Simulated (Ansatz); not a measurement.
FGeI3, SMILES `[F][Ge]([I])([I])[I]`. The species carries charge 0 and has multiplicity 1. I: def2 effective core potential. The structure was optimised at the PBE0-D4/def2-TZVP level.

```xyz
5

F    -0.162    0.341   -1.764
Ge   -0.007    0.015   -0.075
I     1.630   -1.844    0.134
I     0.810    2.114    0.976
I    -2.270   -0.625    0.729
```

**Question.** What is the dipole moment at r2SCAN/def2-TZVPP? (Best estimate.)

**Answer.** Ansatz gave: 1.44 D, with components (0.13, -0.27, 1.41) D in this frame, pointing from negative to positive charge.

**Question.** And with PBE, B3LYP, ωB97M-V? (Best estimate.)

**Answer.** Computed: PBE 1.41 D, B3LYP 1.52 D, ωB97M-V 1.50 D.

**Question.** Give the Mulliken charges with r2SCAN, PBE, B3LYP in def2-TZVPP. (An estimate is asked.)

**Answer.** Computed: 
| atom | r2SCAN | PBE | B3LYP |
| --- | --- | --- | --- |
| F1 | -0.34 | -0.30 | -0.35 |
| Ge2 | 0.82 | 0.72 | 0.79 |
| I3 | -0.16 | -0.14 | -0.15 |
| I4 | -0.16 | -0.14 | -0.15 |
| I5 | -0.16 | -0.14 | -0.15 |

B3LYP here is the variant with VWN-RPA as its local correlation; programs differ in this.
